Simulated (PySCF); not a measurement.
## Correlation energy of Ne²⁺ (neon, charge +2)

[He] 2s2 2p4, high-spin 3P determinant. Computed with PySCF 2.14 in def2-TZVP, with no relativity, point nucleus. Frozen: 1s2; 6 electrons correlated.

MP2 pair energies summed by pair of shells (mhartree):

```json
{"pair": "2p-2p", "energy": "-66.15", "share (%)": "47.2"}
{"pair": "2s-2p", "energy": "-64.65", "share (%)": "46.1"}
{"pair": "2s-2s", "energy": "-9.47", "share (%)": "6.8"}
```

Total MP2 correlation energy: -140.27 mhartree.

Same-spin part -33.53 and opposite-spin part -106.74 mhartree; SCS-MP2 scales them by 1/3 and 6/5 to -139.26 mhartree.

```tsv
level	correlation energy (mhartree)
CCSD	-154.95
(T)	-1.39
CCSD(T)	-156.34
```

Diagnostics: T1 = 0.0028, D1 = 0.0059, largest double amplitude 0.026.

Is a single reference adequate?

Yes: T1 lies below 0.03 and no double amplitude reaches 0.07.
